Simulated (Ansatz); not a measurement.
Coupled-cluster run, `C[O][GeH2][Si](Cl)(Cl)Cl`.

```yaml
crystal:
  periodic: [false, false, false]
  atoms:
    - {symbol: C, position_ang: [1.191336, -0.389281, 1.557331]}
    - {symbol: O, position_ang: [0.016596, -1.085293, 1.209763]}
    - {symbol: Ge, position_ang: [-0.507081, -1.083755, -0.487746]}
    - {symbol: Si, position_ang: [-0.899954, 1.171953, -1.182618]}
    - {symbol: Cl, position_ang: [-1.994682, 1.191410, -2.909131]}
    - {symbol: Cl, position_ang: [-1.922149, 2.199301, 0.253463]}
    - {symbol: Cl, position_ang: [0.859679, 2.153110, -1.535738]}
    - {symbol: H, position_ang: [1.073101, 0.696462, 1.451607]}
    - {symbol: H, position_ang: [2.054031, -0.701785, 0.954537]}
    - {symbol: H, position_ang: [1.409955, -0.606809, 2.604973]}
    - {symbol: H, position_ang: [-1.801012, -1.903060, -0.509632]}
    - {symbol: H, position_ang: [0.597077, -1.697451, -1.372708]}
basis:
  gaussian: {orbitals: def2-SVP}
correlation: {method: ccsd_t}
```

```sh
$ ansatz run in.yaml --threads 2 --pin off --events-out ev --progress --plain --backend cuda
```

The program prints (abridged):

```
Functional definition: HF
1488 factors; integrals over basis functions are off by at most 1.4e-3 eV
mean field evaluation 1: about -104970.5345 eV, gradient 3.6e1 eV
mean field evaluation 2: about -104970.5401 eV, gradient 3.6e1 eV
mean field evaluation 4: about -104974.0318 eV, gradient 3.7e0 eV
mean field evaluation 8: about -104974.0800 eV, gradient 2.7e-4 eV
mean field -104974.07998537 eV, -3857.7262854753 hartree, gradient 1.6e-6 eV, S^2 0.000000; 0 other end points of the search recorded, 0 dependent functions left out
31 core orbitals not correlated: weight in the atoms' cores, before any rotation towards them, 1.000 or more for the frozen orbitals, at most 0.000 for the correlated occupied ones
reference -104974.07998537 eV, -3857.7262854753 hartree; 27, 27 occupied and 99, 99 virtual orbitals, 1488 factors
second order -28.36610519 eV of doubles, -0.00000000 eV of singles
cycle   1  -29.17179773 eV  change   -8.1e-1 eV  update   1.2e-1
cycle   2  -29.89501865 eV  change   -7.2e-1 eV  update   3.5e-2
cycle   3  -30.04143855 eV  change   -1.5e-1 eV  update   1.8e-2
cycle   4  -30.03388165 eV  change    7.6e-3 eV  update   4.1e-3
cycle   5  -30.03190144 eV  change    2.0e-3 eV  update   2.1e-3
cycle   6  -30.03221343 eV  change   -3.1e-4 eV  update   6.7e-4
cycle   7  -30.03189635 eV  change    3.2e-4 eV  update   2.8e-4
cycle   8  -30.03185115 eV  change    4.5e-5 eV  update   1.0e-4
cycle   9  -30.03190725 eV  change   -5.6e-5 eV  update   3.5e-5
perturbative correction -0.78145037 eV, -0.0287177716 hartree
Total energy: -105004.89334299 eV, -3858.8586554818 hartree
```

It took 6.5 s on 2 threads of an AMD EPYC 7R13 on a shared host and a share of an NVIDIA H100 80 GB, with 0.79 GiB of host memory at the peak.

Correlation energy per correlated electron: -0.571 eV. T1 diagnostic: 0.0107.
